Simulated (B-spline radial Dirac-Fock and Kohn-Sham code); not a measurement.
K-line shifts caused by a second vacancy in Sc⁷⁺

System: scandium as Sc⁷⁺, [Ne] 3s2 3p2.

Input of the calculation (task.json; shells as n, l, electrons):

```json
{"items": [{
  "Z": 21,
  "q": 7,
  "cfg": [[1, 0, 2], [2, 0, 2], [2, 1, 6], [3, 0, 2], [3, 1, 2]],
  "A": 45,
  "rrms": 3.5459,
  "do": ["binding", "quiet", "double"]
}]}
```

Command: `python xray_run.py task.json out`

The computed values come from a radial B-spline solver: multi-electron Dirac-Fock with separately optimised hole states, Breit and Lamb-shift corrections added in first order. Each two-hole energy is an average over J within one jj subconfiguration, not an observable level; in light atoms, where LS coupling holds, the j-resolved values are not observed lines, and for a K spectator the Kα1 hypersatellite is nearly forbidden. Electron correlation is not included.

Lines without a spectator: Kα2 (K-L2) 4093.3 eV, Kα1 (K-L3) 4097.8 eV. Shifts in eV with one spectator hole (a dash: not computed, or left out as unreliable):

```tsv
spectator hole	Kα2	Kα1
K (1s)	+217.3	+218.3
L2 (2p1/2)	+19.27	+23.90
L3 (2p3/2)	+22.87	+21.86
```

Run: 7.6 s of CPU time on 1 thread of Intel(R) Xeon(R) 6975P-C (shared host), peak memory 0.39 GiB.
